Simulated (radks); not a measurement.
Species: the hafnium ion Hf3+. Configuration: [Kr] 4d10 4f14 5s1 5p6 5d1 6d1 (not the ground configuration). Calculated with a radial shooting solver on a logarithmic mesh with Libxc functionals: Dirac Kohn-Sham, LDA (Slater exchange, Perdew-Wang correlation), spin-unpolarised, spherical densities, point nucleus; open shells fill j = l - 1/2 first.

Unscreened Slater integrals over Kohn-Sham orbitals (hartree). Large and small components are both included. Empty in this configuration: 5d5/2.

integral             value
F0(6d3/2,6d3/2)    0.20620
F2(6d3/2,6d3/2)    0.11184
F0(6d3/2,5d3/2)    0.25966
F2(6d3/2,5d3/2)   0.070782
G0(6d3/2,5d3/2)   0.017936
G2(6d3/2,5d3/2)   0.023640
F0(6d3/2,4f7/2)    0.28282
F2(6d3/2,4f7/2)   0.031391
G3(6d3/2,4f7/2)  0.0097899
G5(6d3/2,4f7/2)  0.0078234
F0(6d3/2,4f5/2)    0.28304
F2(6d3/2,4f5/2)   0.030907
G1(6d3/2,4f5/2)   0.010152
G3(6d3/2,4f5/2)  0.0095818
F0(6d3/2,5d5/2)    0.25883
F2(6d3/2,5d5/2)   0.071899
G2(6d3/2,5d5/2)   0.023567
G4(6d3/2,5d5/2)   0.019673
F0(5d3/2,5d3/2)    0.51041
F2(5d3/2,5d3/2)    0.26931
F0(5d3/2,4f7/2)    0.64864
F2(5d3/2,4f7/2)    0.16390
G3(5d3/2,4f7/2)   0.060737
G5(5d3/2,4f7/2)   0.046690
F0(5d3/2,4f5/2)    0.64980
F2(5d3/2,4f5/2)    0.16150
G1(5d3/2,4f5/2)   0.069830
G3(5d3/2,4f5/2)   0.058829
F0(5d3/2,5d5/2)    0.50471
F2(5d3/2,5d5/2)    0.26629
G2(5d3/2,5d5/2)    0.26609
G4(5d3/2,5d5/2)    0.17697
F0(4f7/2,4f7/2)     1.3863
F2(4f7/2,4f7/2)    0.65937
F4(4f7/2,4f7/2)    0.41371
F6(4f7/2,4f7/2)    0.29763
F0(4f7/2,4f5/2)     1.3972
F2(4f7/2,4f5/2)    0.66487
F4(4f7/2,4f5/2)    0.41724
G2(4f7/2,4f5/2)    0.66261
G4(4f7/2,4f5/2)    0.41589
G6(4f7/2,4f5/2)    0.29924
F0(4f7/2,5d5/2)    0.63573
F2(4f7/2,5d5/2)    0.15693
F4(4f7/2,5d5/2)   0.075989
G1(4f7/2,5d5/2)   0.067550
G3(4f7/2,5d5/2)   0.057015
G5(4f7/2,5d5/2)   0.043967
F0(4f5/2,4f5/2)     1.4084
F2(4f5/2,4f5/2)    0.67060
F4(4f5/2,4f5/2)    0.42093
F0(4f5/2,5d5/2)    0.63683
F2(4f5/2,5d5/2)    0.15460
F4(4f5/2,5d5/2)   0.074332
G1(4f5/2,5d5/2)   0.064669
G3(4f5/2,5d5/2)   0.055104
G5(4f5/2,5d5/2)   0.042607
F0(5d5/2,5d5/2)    0.49924
F2(5d5/2,5d5/2)    0.26363
F4(5d5/2,5d5/2)    0.17535
